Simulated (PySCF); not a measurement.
Species: monofluorogermane, FGeH3.
Bonds: F1–Ge2. Hydrogens: H3, H4, H5 on Ge2.

The calculation used core-valence-separated Tamm–Dancoff BHandHLYP/aug-pcX-1 (pcseg-1 on H, def2-SVPD on Ge) in PySCF, non-relativistic, gas phase, PBE0-D3(BJ)/def2-SVP geometry.

Computed fluorine K-edge spectrum, Gaussian lines of 0.4 eV full width, highest printed point 100; it ends one width below the last computed root. Absolute energies from this functional tend to lie a few eV below measured edges; no shift was applied.

photon energy (eV), absorption and a bar:
```
    682.6          1 
    682.7          6 ##
    682.8         20 ######
    682.9         48 ##############
    683.0         82 #########################
    683.1        100 ##############################
    683.2         86 ##########################
    683.3         52 ################
    683.4         22 #######
    683.5          7 ##
    683.6          1 
    683.7          0 
    683.8          0 
    683.9          0 
    684.0          0 
    684.1          0 
    684.2          0 
    684.3          0 
    684.4          0 
    684.5          0 
    684.6          0 
    684.7          0 
    684.8          0 
    684.9          0 
    685.0          0 
    685.1          0 
    685.2          0 
    685.3          1 
    685.4          3 #
    685.5          7 ##
    685.6         10 ###
    685.7         12 ####
    685.8         11 ###
    685.9         12 ####
    686.0         23 #######
    686.1         47 ##############
    686.2         73 ######################
    686.3         81 ########################
    686.4         64 ###################
    686.5         36 ###########
    686.6         14 ####
    686.7          4 #
    686.8          1 
    686.9          0 
    687.0          1 
    687.1          3 #
    687.2          7 ##
    687.3         11 ###
    687.4         12 ####
    687.5         10 ###
    687.6          8 ##
    687.7         12 ####
    687.8         28 ########
    687.9         50 ###############
    688.0         64 ###################
    688.1         59 ##################
    688.2         38 ############
    688.3         18 #####
    688.4          7 ##
```

**Question.** Where are the maxima, and which lines make them up?

**Answer.** 5 maxima:
- 683.1 eV: F1 (fluorine bonded to Ge), 683.11 eV, f = 0.022, 100 % of the height at the exact maximum
- 685.7 eV: F1 (fluorine bonded to Ge), 685.68 eV, f = 0.003, 98 % of the height at the exact maximum
- 686.3 eV: F1 (fluorine bonded to Ge), 686.28 eV, f = 0.018, sum of 2, 100 % of the height at the exact maximum
- 687.4 eV: F1 (fluorine bonded to Ge), 687.37 eV, f = 0.003, 100 % of the height at the exact maximum
- 688.0 eV: F1 (fluorine bonded to Ge), 688.03 eV, f = 0.014, sum of 2, 100 % of the height at the exact maximum

Roots within 0.03 eV on the same or equivalent atoms count as one line; shares under 12 % aren't listed.

Vibrational structure and lifetime widths aren't in the curve. The ionisation threshold wasn't computed; near and above it a finite basis only mimics Rydberg series and continuum. Relativistic effects, spin–orbit coupling among them, are left out although an element past zinc is present.

The run took 1.4 s on Arm Neoverse V1, one thread, on a shared host, and the process peaked at 0.39 GiB of memory.
